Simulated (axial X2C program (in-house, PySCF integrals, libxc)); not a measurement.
## SbH⁺ along the bond: r2SCAN0, with spin–orbit coupling

Calculated with an in-house all-electron X2C program for linear molecules (integrals from PySCF). Two-component (2c) means X2C with spin–orbit coupling and atomic mean-field two-electron Coulomb and Gaunt terms. Basis: Sb dyall-cv3z [11s12p8d4f1g], H dyall-v3z [6s2p1d] (cores contracted in-house); Gaussian nuclei, density fitting, unrestricted open shells. Masses: Sb 120.904 u, H 1.008 u.

State: Ω = 1/2 (⟨Sz⟩ = -0.49, ⟨Lz⟩ = 0.99 at r2SCAN0). Dipoles are positive if H is the positive end and refer to the centre of mass.

Results along the bond:

```csv
R (Å),μ (D),HOMO (eV),LUMO (eV)
1.493,0.657,-13.93,-11.43
1.562,0.582,-13.92,-11.41
1.613,0.529,-13.91,-11.41
1.665,0.481,-13.90,-11.40
1.716,0.438,-13.89,-11.39
1.776,0.393,-13.89,-11.39
1.836,0.355,-13.88,-11.38
1.913,0.318,-13.88,-11.37
2.008,0.290,-13.87,-11.37
2.145,0.290,-13.86,-11.36
```

One determinant describes the state; a PBE0 search over occupations chose it and may have missed a lower one. Density functionals use the spin component along the axis (collinear). The functionals have no current-density term, which raises determinants with orbital currents, atoms included.
